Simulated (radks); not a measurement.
Spherical quantum dot in the effective-mass picture: electrons in a hard-walled sphere of radius 10.9, with a point charge +2 (a donor) at the centre, all in effective atomic units (hartree* = m*/eps^2 hartree, bohr* = eps/m* bohr), one dielectric constant everywhere. Method: non-relativistic Kohn-Sham, LDA (Slater exchange, Perdew-Wang correlation), spin-polarised, spherical densities; computed with a radial shooting solver with Libxc functionals. Levels are named by radial order and angular momentum (1s, 1p, 1d, 2s, ...), and open shells are averaged over m.

N = 10, configuration 1s2 1p6 2s2. This is the lowest configuration that the search found (a dilute case). Occupied and some empty levels:

level  occupation  eigenvalue (hartree*)  <r> (bohr*)
1s              2                0.51881       0.9668
2s              2                0.89174        7.576
1p              6                0.91099        7.700
1d              0                0.94807        7.908
1f              0                0.99942        8.089
1g              0                 1.0639        8.248
2p              0                 1.1234        5.551

Energy (hartree*): total 0.868057, kinetic 3.6101, external -8.8018, Hartree 8.0144, exchange-correlation -1.9546. Static polarisability (adiabatic kernel): 760.6 bohr*^3.
